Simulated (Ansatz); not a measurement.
Task: Name a neutral molecule of B, C, Cl, O and H with HOMO energy (B3LYP/def2-TZVPP) between -8.65 and -8.35 eV and HOMO energy (PBE/def2-TZVPP) between -7.55 and -7.25 eV (Ansatz, PBE0-D4/def2-TZVP geometry).

Result: `OB(Cl)CCl` (-8.45 eV, -7.30 eV). Other molecules can fit too; these were computed, each in one conformer that needn't be the lowest.

B3LYP here is the variant with VWN-RPA as its local correlation; programs differ in this.
